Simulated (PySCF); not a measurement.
C2H6Cl2OSi.
Numbering: `[CH3:1][O:2][Si@H:3]([Cl:4])[CH2:5][Cl:6]` (hydrogens: H7, H8, H9 on C1; H10 on Si3; H11, H12 on C5)

Computed with PySCF 2.14.0, PBE0-D3(BJ)/def2-SVP geometry optimisation, gas phase.

Task: What internal coordinates does the optimisation give?

Result: 
| bond | length (Å) |
| --- | --- |
| C1–O2 | 1.403 |
| O2–Si3 | 1.643 |
| Si3–Cl4 | 2.074 |
| Si3–C5 | 1.870 |
| C5–Cl6 | 1.788 |
| C1–H7, C1–H8, C1–H9 | 1.103 |
| Si3–H10 | 1.486 |
| C5–H11 | 1.100 |
| C5–H12 | 1.099 |

Bonds in one row agree within 0.01 Å and their mean is given. A selection of angles:
| angle | degrees |
| --- | --- |
| O2–C1–H7 | 108.5 |
| O2–C1–H8 | 111.3 |
| H7–C1–H8 | 108.4 |
| C1–O2–Si3 | 126.4 |
| O2–Si3–Cl4 | 109.8 |
| O2–Si3–C5 | 107.2 |
| O2–Si3–H10 | 112.0 |
| Cl4–Si3–C5 | 107.7 |
| Cl4–Si3–H10 | 107.4 |
| C5–Si3–H10 | 112.8 |
| Si3–C5–Cl6 | 109.4 |
| Si3–C5–H11 | 110.6 |
| Si3–C5–H12 | 111.3 |
| Cl6–C5–H11 | 108.6 |
| Cl6–C5–H12 | 108.5 |
| H11–C5–H12 | 108.3 |

Torsions: C1–O2–Si3–Cl4 -66° (synclinal); O2–Si3–C5–Cl6 -70° (synclinal).

Si3 (chlorine-bound silicon) is tetrahedral (angles from 107.2° to 112.8°). O2 (silyl ether oxygen) is bent (angle 126.4°).

Point group: C1 (no symmetry element, even within 0.4 Å). No PBE0-D3(BJ)/def2-SVP frequencies stand behind this structure, so it isn't proved a minimum. The numbers are those of one conformer.
